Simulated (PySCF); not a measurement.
FeO3, SMILES [O]=[Fe](=[O])=[O], multiplicity 1.

The structure is a stationary point at r2SCAN-D4/def2-SVP. The spin state was assumed, not searched.

Two levels are set side by side: PBE/def2-TZVPD (PySCF) and r2SCAN/def2-TZVPD (PySCF). Same geometry, gas phase. Differences are taken from unrounded values.

```
quantity                     r2SCAN
---------------------------  ------
orbital gap (eV)               1.48
highest occupied level (eV)   -8.13
lowest empty level (eV)       -6.65
mean polarisability (bohr³)    38.6
```

**Question.** What does PBE give, and how far is it from r2SCAN? (An estimate is asked for; the answer gives what the named calculation found.)

**Answer.** 
```
quantity                       PBE  PBE minus r2SCAN
---------------------------  -----  ----------------
orbital gap (eV)              1.04             -0.44
highest occupied level (eV)  -7.65              0.48
lowest empty level (eV)      -6.61              0.04
mean polarisability (bohr³)   39.6               0.9
```

Rough cost on one machine, each run with all the roots and properties that it gave: r2SCAN against PBE about 4 times.
